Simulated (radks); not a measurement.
The ytterbium ion Yb+ inside a hard spherical wall (all orbitals vanish at R), configuration held at [Xe] 4f14 6s1 and not refilled when levels cross. Method: scalar-relativistic Kohn-Sham, r2SCAN, spin-polarised, spherical densities, finite nucleus; open shells are filled with parallel spins first (spin-orbit coupling, left out, can overturn this in heavy ions); meta-GGA in the generalised Kohn-Sham scheme; Fermi nuclear charge, rms radius 5.3108 fm; computed with a radial shooting solver on a logarithmic mesh with Libxc functionals. Eigenvalues in eV for spin up, with the zero of energy where the potential of the charges vanishes at infinity; a dash marks a level that is unbound or too diffuse for the functional's potential to be trusted. A positive occupied level is held by the wall or, in an anion where self-interaction has pushed it up, behind a barrier. The pressure on the wall is -dE/dV.

R (bohr)  E (hartree)  kinetic (hartree)    e(5s)    e(5p)   e(6s)   e(4f)  e(5d, empty)  e(6p, empty)  pressure (GPa)
free      -14059.3730          15318.531  -63.248  -35.158  -9.760  -9.604        -6.469        -5.705               0
20        -14059.3730          15318.531  -63.248  -35.158  -9.760  -9.604        -6.469        -5.705        < 0.0001
15        -14059.3730          15318.531  -63.248  -35.158  -9.760  -9.604        -6.469        -5.705        < 0.0001
8         -14059.3705          15318.554  -63.133  -35.046  -9.649  -9.492        -6.345        -5.307           0.114
7         -14059.3644          15318.599  -62.948  -34.868  -9.413  -9.309        -6.137        -4.693           0.503
5         -14059.2793          15319.019  -61.724  -33.719  -6.751  -8.057        -4.490         0.395            10.5
3.5       -14058.7043          15321.507  -57.860  -30.049   7.296  -3.613         1.959        21.297             194
2.5       -14055.4707          15335.119  -45.119  -15.793  60.047  11.929        24.308        86.523            3020
1.5       -14014.4994          15476.308   58.913   108.36  421.55  101.97        184.46        480.91          138000
